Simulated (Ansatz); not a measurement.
Gas-phase electronic energies from Ansatz, PBE0-D4/def2-TZVP geometries. CCSD(T)/CBS is the MP2 limit (def2-TZVPP, def2-QZVPP) plus CCSD(T) − MP2 in def2-TZVPP, frozen cores. Functionals use def2-TZVPP. Elements past krypton have def2 core potentials. For Cd, Zn outer-core shells are correlated without core-valence functions, which leaves a few kJ/mol of doubt a bond. Scalar relativity is left out up to krypton. One conformer a species, not always the lowest.

Consider the redistribution: `C[CH2][Cd][Cl]` + `C[CH2][ZnH]` → `[CH3][Cd][Cl]` + `CC[CH2][ZnH]`.

| level | ΔE (kJ/mol) |
| --- | --- |
| PBE-D4 | -16.9 |
| MP2/CBS(def2) | -20.2 |

**Question.** What does CCSD(T)/CBS give? (An estimate is asked.)

**Answer.** The calculation gave: -20.4 kJ/mol. The listed levels differ from it by 3.5, 0.2 kJ/mol.

Largest T1 diagnostic among the species: 0.013.
